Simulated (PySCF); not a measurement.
Compound: cis-Hf(NH3)2F4 (singlet state).
Bonds: Hf1–N2, Hf1–F6, Hf1–N7, Hf1–F11, Hf1–F12, Hf1–F13. Hydrogens: H3, H4, H5 on N2; H8, H9, H10 on N7.

Method: PBE0-D3(BJ)/def2-SVP geometry optimisation, gas phase, def2 core potentials past Kr in PySCF 2.14.0.

Q: Give the optimised bond lengths and angles.

A: 
```
                  bond  length (Å)
        Hf1–N2, Hf1–N7       2.439
       Hf1–F6, Hf1–F11       1.936
      Hf1–F12, Hf1–F13       1.957
N2–H3 and 5 like bonds       1.020
```

Bonds in one row agree within 0.01 Å and their mean is given. A selection of angles:
```
      angle  degrees
  N2–Hf1–F6    179.8
  N2–Hf1–N7     99.4
 N2–Hf1–F11     80.3
 N2–Hf1–F12     77.3
 F6–Hf1–F11     99.9
 F6–Hf1–F12    102.6
F12–Hf1–F13    140.5
  Hf1–N2–H3    114.7
  Hf1–N2–H5    104.1
   H3–N2–H4    108.8
   H3–N2–H5    107.0
  Hf1–N7–H8    104.7
 Hf1–N7–H10    113.2
```

Hf1 (hafnium bonded to 4 F and 2 N) has the three widest angles are 179.8°, 179.7° and 140.5°, the others run from 77.2° to 102.6°. N2 (nitrogen bonded to Hf and 3 H) is distorted tetrahedral (angles from 104.1° to 114.7°). The 4 F–Hf bonds span 1.936 Å (Hf1–F6) to 1.957 Å (Hf1–F12), a spread of 0.021 Å.

Point group: near C2v, missed by 0.22 Å at most; the miss may be what the optimiser left on a soft mode. Stationary, but not proved a minimum.

Hardware: Arm Neoverse V1, one thread, no GPU, shared host with 32 logical CPUs at a one-minute load of 10. Cost: 2.3 min wall, 0.56 GiB resident at most. This is the geometry optimisation.
